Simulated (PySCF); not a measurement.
## How far are cheaper levels from CCSD(T)/CBS for SbS?

PySCF; the state is a doublet (π ↑). The composite is CCSD(T) extrapolated to the basis-set limit from two correlation-consistent sets, with core-valence (CV) and scalar-relativistic (SR) terms as its label shows; it has no spin–orbit coupling and nothing beyond (T). Here it is CCSD(T)/CBS(DT). It gives Re = 2.220 Å, ωe = 484 cm⁻¹ and De = 3.44 eV to Sb + S.

| level | basis | relativity | Re (Å) | ωe (cm⁻¹) | De (eV) |
| --- | --- | --- | --- | --- | --- |
| UHF-CCSD | def2-SVP | scalar-relativistic core potentials | 2.246 | 481 | 2.31 |
| LDA | x2c-TZVPPall | spin-free X2C | 2.209 | 494 | 4.85 |
| PBE | def2-SVP | scalar-relativistic core potentials | 2.259 | 469 | 3.80 |
| BLYP | x2c-TZVPPall | spin-free X2C | 2.256 | 458 | 3.92 |
| r²SCAN | cc-pVDZ-PP/cc-pV(D+d)Z | scalar-relativistic core potentials | 2.234 | 491 | 3.43 |
| r²SCAN | def2-SVPD | scalar-relativistic core potentials | 2.244 | 486 | 3.45 |
| TPSSh | cc-pVDZ-PP/cc-pV(D+d)Z | scalar-relativistic core potentials | 2.234 | 488 | 3.44 |
| PBE0 | cc-pVDZ-PP/cc-pV(D+d)Z | scalar-relativistic core potentials | 2.221 | 505 | 3.33 |
| PBE0 | cc-pVTZ-PP/cc-pV(T+d)Z | scalar-relativistic core potentials | 2.207 | 513 | 3.50 |
| M06 | def2-SVPD | scalar-relativistic core potentials | 2.246 | 487 | 4.00 |

Question: Give the difference of each row from the composite.

Answer: 

| level | basis | ΔRe (pm) | Δωe (%) | ΔDe (eV) |
| --- | --- | --- | --- | --- |
| UHF-CCSD | def2-SVP | +2.6 | -0.6 | -1.13 |
| LDA | x2c-TZVPPall | -1.1 | +2.1 | +1.41 |
| PBE | def2-SVP | +3.9 | -3.1 | +0.36 |
| BLYP | x2c-TZVPPall | +3.6 | -5.4 | +0.48 |
| r²SCAN | cc-pVDZ-PP/cc-pV(D+d)Z | +1.4 | +1.4 | -0.01 |
| r²SCAN | def2-SVPD | +2.4 | +0.4 | +0.01 |
| TPSSh | cc-pVDZ-PP/cc-pV(D+d)Z | +1.4 | +0.8 | +0.00 |
| PBE0 | cc-pVDZ-PP/cc-pV(D+d)Z | +0.1 | +4.3 | -0.11 |
| PBE0 | cc-pVTZ-PP/cc-pV(T+d)Z | -1.3 | +6.0 | +0.06 |
| M06 | def2-SVPD | +2.6 | +0.6 | +0.56 |

Question: Which rows come closest in De?

Answer: r²SCAN in cc-pVDZ-PP/cc-pV(D+d)Z (-0.01 eV); r²SCAN in def2-SVPD (+0.01 eV); TPSSh in cc-pVDZ-PP/cc-pV(D+d)Z (+0.00 eV), counted from the composite.

Correlated steps freeze 9 core orbitals. Correlated levels converge slowly with the basis: in double zeta they bind strong bonds too weakly, by up to about 1 eV, and carry superposition errors of some tenths. These are scalar-relativistic numbers at best; spin–orbit coupling would shift them, the dissociation energy most. Counting both spins, an empty level lies below a filled one in some of these solutions, because spin and occupation are held. The state was picked by a PBE0 search and need not be the measured ground state.
